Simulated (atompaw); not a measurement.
## What one change does to a pseudopotential (neodymium (Nd), PAW (atompaw))

```
Element                 : neodymium
Generator               : atompaw 4.2.0.5
Type                    : PAW
Functional              : PBE
Relativity              : scalar-relativistic
Frozen core             : [Kr] 4d10
Valence charge          : 14
Reference configuration : 4f4 5s2 5p6 5d0 6s1 6p0 (charge +1)
Partial waves           : 5s (bound): rc 2.15 bohr; 6s (bound): rc 3.00 bohr; 5p (bound): rc 2.75 bohr; 6p (bound, empty): rc 3.00 bohr; 5d (bound, empty): rc 3.00 bohr; 5d channel at 0.05 Ry: rc 3.00 bohr; 4f (bound): rc 1.95 bohr; 4f channel at 0.2 Ry: rc 1.95 bohr
Local potential         : troulliermartins scheme with l = 4 at 1 Ry, radius 2.50 bohr
Core correction         : smooth core density matched at 2.85 bohr
Augmentation charge     : gaussian compensation charge, radius 2.30 bohr; PAW radius 3.00 bohr; waves and projectors: custom polynom2 7 10 vanderbiltortho
```

Change: local potential troulliermartins scheme with l = 4 at 1 Ry, radius 1.58 bohr.

Cutoffs: the cutoffs (Ry, on a coarse ladder) from which the occupation-weighted sum of valence levels, in a spherical-Bessel basis at the reference potential, stays within 10 and 1 mRy of its value at 400 Ry; they do not see the model core or the augmentation charge, which bear on the density cutoff.

Task: What does the change do?

Result: The potential gets neither clearly harder nor softer (35 Ry and 120 Ry → 35 Ry and 120 Ry); a bound ghost appears in p, s, which as a rule spoils a file; the range in which the s phases agree widens (upper end -0.2 → 2.0). A state that the projectors do not describe sees the local part alone, so a deeper or shallower local part can create or remove a ghost.

| quantity | base | changed |
| --- | --- | --- |
| cutoff, loose | 35 Ry | 35 Ry |
| cutoff, tight | 120 Ry | 120 Ry |
| bound ghosts | none | s, p |
| s: phases at 3.01 bohr within 0.05 rad from the reference energy up to (Ry; the scan ends near 5) | -0.2 | 2.0 |
| p: phases at 3.01 bohr within 0.05 rad from the reference energy up to (Ry; the scan ends near 5) | 0.4 | 0.5 |
| d: phases at 3.01 bohr within 0.05 rad from the reference energy up to (Ry; the scan ends near 5) | 2.4 | 1.4 |
| f: phases at 3.01 bohr within 0.05 rad from the reference energy up to (Ry; the scan ends near 5) | 3.7 | 4.4 |
| lowest overlap eigenvalue by channel | s 0.36, p 0.72, d 0.89, f 0.99 | s 0.36, p 0.72, d 0.89, f 0.98 |

 A true bound ghost makes a file unfit for plane-wave use even where its test errors are small: the radial tests pick states by their node count and pass the ghost by. The cutoffs see the waves, projectors and local potential, not the compensation charge or the core.
